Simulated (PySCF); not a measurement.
Working out the excitation energy of Ga⁺

Ga⁺ [Ar] 3d10 4s2 (1S) → Ga⁺ [Ar] 3d10 4s1 4p1 (3P). Calculation: PySCF 2.14, in x2c-TZVPPall; the spin-free X2C one-electron Hamiltonian (Gaussian nucleus). Frozen: [Ar] 3d10. Energies in hartree (1 hartree = 27.21139 eV):

```
            part   Ga⁺ (lower)   Ga⁺ (upper)
             UHF  -1941.966369  -1941.795031
CCSD correlation     -0.036703     -0.003887
             (T)      0.000000      0.000000
```

What does Hartree-Fock give?

(-1941.795031) − (-1941.966369) = 0.171338 hartree = 4.662 eV.

What do CCSD and CCSD(T) give?

The CCSD correlation energies differ by 0.032816 hartree = 0.893 eV and the triples by 0.000000 hartree = 0.000 eV, so CCSD gives 5.555 eV and CCSD(T) 5.555 eV.

Measured between the centres of the two terms (NIST): 5.986 eV, so CCSD(T) (valence) is off by -0.431 eV.

What remains against the reference includes basis incompleteness, the frozen core and higher excitations.
